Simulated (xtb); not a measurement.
dimethylsulfoxide (C2H6OS), singlet, geometry from GFN2-xTB; GFN2-xTB with ALPB(water) in xtb.

The xtb input:
```
$ xtb mol.xyz --gfn 2 --chrg 0 --uhf 0 --alpb water --json

# file mol.xyz
10

S     -0.00638160     0.25789735    -0.45583475
O     -0.01284941     1.45780980     0.37857550
C      1.37076266    -0.79819518     0.18724665
C     -1.35000243    -0.82772888     0.20862756
H      1.27987622    -0.89677085     1.26308812
H     -2.29810816    -0.35220996    -0.01997107
H      1.32489255    -1.76477228    -0.30045787
H      2.30461413    -0.30224775    -0.05614119
H     -1.29083210    -1.79316578    -0.27990241
H     -1.24010316    -0.92412504     1.28289118
```

### Question
What does xtb print? Leave out banner, timings and long lists.

### Answer

```
   ID    Z sym.   atoms
    1   16 S      1
    2    8 O      2
    3    6 C      3, 4
    4    1 H      5-10

           -------------------------------------------------
          |                Calculation Setup                |
           -------------------------------------------------

           -------------------------------------------------
          |                 G F N 2 - x T B                 |
           -------------------------------------------------

      * Solvation model:               ALPB
        Solvent                        water
        Parameter file                 internal GFN2-xTB/ALPB
        Dielectric constant                8.0200E+01
        Reference state                gsolv [1 M gas/solution]
        Free energy shift                  1.0808E-03 Eh       6.7819E-01 kcal/mol
        Temperature                        2.9815E+02 K
        Density                            1.0000E+00 kg/L
        Solvent mass                       1.8000E+01 g/mol
        Interaction kernel             P16
        Born radius scaling (c1)           1.4744E+00
        Born radii integrator          GBOBC
        Born offset                        0.0000E+00 a0       0.0000E+00 AA
        H-bond correction              true
        Ion screening                  false
        Surface tension                    1.0000E-05 Eh       1.5569E+01 dyn/cm
        Grid points                               230 per atom

          ...................................................
          :                      SETUP                      :
          :.................................................:
          :  # basis functions                  28          :
          :  # atomic orbitals                  27          :
          :  # shells                           15          :
          :  # electrons                        26          :
          :  max. iterations                   250          :
          :  Hamiltonian                  GFN2-xTB          :
          :  restarted?                      false          :
          :  GBSA solvation                   true          :
          :  PC potential                    false          :
          :  electronic temp.          300.0000000     K    :
          :  accuracy                    1.0000000          :
          :  -> integral cutoff          0.2500000E+02      :
          :  -> integral neglect         0.1000000E-07      :
          :  -> SCF convergence          0.1000000E-05 Eh   :
          :  -> wf. convergence          0.1000000E-03 e    :
          :  Broyden damping             0.4000000          :
          :  net charge                          0          :
          :  unpaired electrons                  0          :
          ...................................................

 iter      E             dE          RMSdq      gap      omega  full diag
   1    -14.7437160 -0.147437E+02  0.533E+00    6.03       0.0  T
   2    -14.7675653 -0.238493E-01  0.282E+00    5.65       1.0  T
   3    -14.7692416 -0.167633E-02  0.940E-01    5.39       1.0  T
   4    -14.7693182 -0.766033E-04  0.305E-01    5.34       1.0  T
   5    -14.7693472 -0.290426E-04  0.841E-02    5.37       1.0  T
   6    -14.7693501 -0.290089E-05  0.418E-02    5.37       1.0  T
   7    -14.7693514 -0.126450E-05  0.130E-02    5.37       2.4  T
   8    -14.7693518 -0.377252E-06  0.404E-03    5.37       7.8  T
   9    -14.7693518 -0.120631E-07  0.127E-03    5.37      24.9  T
  10    -14.7693518 -0.369038E-08  0.252E-04    5.37     125.4  T
  11    -14.7693518 -0.769571E-10  0.347E-05    5.37     912.5  T

   *** convergence criteria satisfied after 11 iterations ***

         :::::::::::::::::::::::::::::::::::::::::::::::::::::
         ::                     SUMMARY                     ::
         :::::::::::::::::::::::::::::::::::::::::::::::::::::
         :: total energy             -14.633494504734 Eh    ::
         :: total w/o Gsasa/hb       -14.634480459712 Eh    ::
         :: gradient norm              0.040345728656 Eh/a0 ::
         :: HOMO-LUMO gap              5.366511009725 eV    ::
         ::.................................................::
         :: SCC energy               -14.769349348638 Eh    ::
         :: -> isotropic ES            0.067508269233 Eh    ::
         :: -> anisotropic ES         -0.003685854455 Eh    ::
         :: -> anisotropic XC          0.005737296998 Eh    ::
         :: -> dispersion             -0.005040683773 Eh    ::
         :: -> Gsolv                  -0.018460984244 Eh    ::
         ::    -> Gelec               -0.019446939223 Eh    ::
         ::    -> Gsasa                0.002733601487 Eh    ::
         ::    -> Ghb                 -0.002828406207 Eh    ::
         ::    -> Gshift               0.001080759698 Eh    ::
         :: repulsion energy           0.135854843904 Eh    ::
         :: add. restraining           0.000000000000 Eh    ::
         :: total charge              -0.000000000000 e     ::
         :::::::::::::::::::::::::::::::::::::::::::::::::::::

           -------------------------------------------------
          |                Property Printout                |
           -------------------------------------------------

    * Orbital Energies and Occupations

         #    Occupation            Energy/Eh            Energy/eV
      -------------------------------------------------------------
         1        2.0000           -0.7531817             -20.4951
         2        2.0000           -0.6535554             -17.7841
         3        2.0000           -0.6018049             -16.3759
         4        2.0000           -0.5940087             -16.1638
         5        2.0000           -0.5166201             -14.0579
         6        2.0000           -0.5160233             -14.0417
         7        2.0000           -0.5137173             -13.9790
         8        2.0000           -0.4862038             -13.2303
         9        2.0000           -0.4813724             -13.0988
        10        2.0000           -0.4702560             -12.7963
        11        2.0000           -0.4686669             -12.7531
        12        2.0000           -0.4144867             -11.2788
        13        2.0000           -0.3907546             -10.6330 (HOMO)
        14                         -0.1935389              -5.2665 (LUMO)
        15                         -0.1592507              -4.3334
        16                         -0.0630173              -1.7148
        17                          0.0023625               0.0643
        18                          0.0717590               1.9527
        19                          0.1047866               2.8514
        20                          0.1537497               4.1837
        21                          0.1679693               4.5707
        22                          0.2189578               5.9581
        23                          0.2233494               6.0776
        24                          0.2403291               6.5397
       ...                                ...                  ...
        27                          0.9214695              25.0745
      -------------------------------------------------------------
                  HL-Gap            0.1972157 Eh            5.3665 eV
             Fermi-level           -0.2921467 Eh           -7.9497 eV

     #   Z          covCN         q      C6AA      α(0)
     1  16 S        2.791     0.436   124.548    18.783
     2   8 O        0.860    -0.632    26.922     6.957
     3   6 C        3.741    -0.156    23.603     6.931
     4   6 C        3.741    -0.156    23.602     6.931
     5   1 H        0.925     0.080     1.983     2.202
     6   1 H        0.925     0.077     2.007     2.216
     7   1 H        0.925     0.097     1.809     2.103
     8   1 H        0.925     0.077     2.007     2.216
     9   1 H        0.925     0.097     1.809     2.103
    10   1 H        0.925     0.080     1.983     2.202

 Mol. C6AA /au·bohr⁶  :       1174.385028
 Mol. C8AA /au·bohr⁸  :      33102.345916
 Mol. α(0) /au        :         52.644697

Wiberg/Mayer (AO) data.
largest (>0.10) Wiberg bond orders for each atom

 ---------------------------------------------------------------------------
     #   Z sym  total        # sym  WBO       # sym  WBO       # sym  WBO
 ---------------------------------------------------------------------------
     1  16 S    3.693 --     2 O    1.717     3 C    0.961     4 C    0.961
     2   8 O    1.869 --     1 S    1.717
     3   6 C    3.978 --     8 H    0.978     5 H    0.978     7 H    0.976
                             1 S    0.961
     4   6 C    3.978 --     6 H    0.978    10 H    0.978     9 H    0.976
                             1 S    0.961
     5   1 H    0.994 --     3 C    0.978
     6   1 H    0.994 --     4 C    0.978
     7   1 H    0.991 --     3 C    0.976
     8   1 H    0.994 --     3 C    0.978
     9   1 H    0.991 --     4 C    0.976
    10   1 H    0.994 --     4 C    0.978
 ---------------------------------------------------------------------------

Topologies differ in total number of bonds
Writing topology from bond orders to xtbtopo.mol

molecular dipole:
                 x           y           z       tot (Debye)
 q only:        0.017      -2.074      -0.679
   full:        0.019      -1.963      -0.285       5.042
molecular quadrupole (traceless):
                xx          xy          yy          xz          yz          zz
 q only:        3.834       0.074      -4.644       0.001      -2.314       0.810
  q+dip:        4.244       0.082      -5.049      -0.001      -2.351       0.805
   full:        4.635       0.084      -4.862      -0.008      -2.446       0.227

           -------------------------------------------------
          | TOTAL ENERGY              -14.633494504734 Eh   |
          | GRADIENT NORM               0.040345728656 Eh/α |
          | HOMO-LUMO GAP               5.366511009725 eV   |
           -------------------------------------------------

normal termination of xtb
```
